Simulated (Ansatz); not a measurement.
Basis-set series for `COB(Cl)OC`. Charge 0, multiplicity 1. The structure was optimised at the PBE0-D4/def2-TZVP level. It is one conformer, not always the lowest.

```
functional       basis  functions  energy (Eh)  HOMO (eV)  LUMO (eV)
   PBE0-D4    def2-SVP        118   -714.68322      -8.42       1.27
   PBE0-D4  def2-TZVPP        281   -715.13066      -8.57       0.92
   ωB97M-V    def2-SVP        118   -714.99383     -10.76       3.34
   ωB97M-V  def2-TZVPP        281   -715.44917     -10.93       2.21
```

(1) Give the rows for def2-QZVPP. (An estimate is asked.)

Answers

(1) Computed: 
```
functional       basis  functions  energy (Eh)  HOMO (eV)  LUMO (eV)
   PBE0-D4  def2-QZVPP        535   -715.15867      -8.60       0.58
   ωB97M-V  def2-QZVPP        535   -715.47597     -10.97       1.66
```

Positive LUMOs are unbound and depend on the basis.
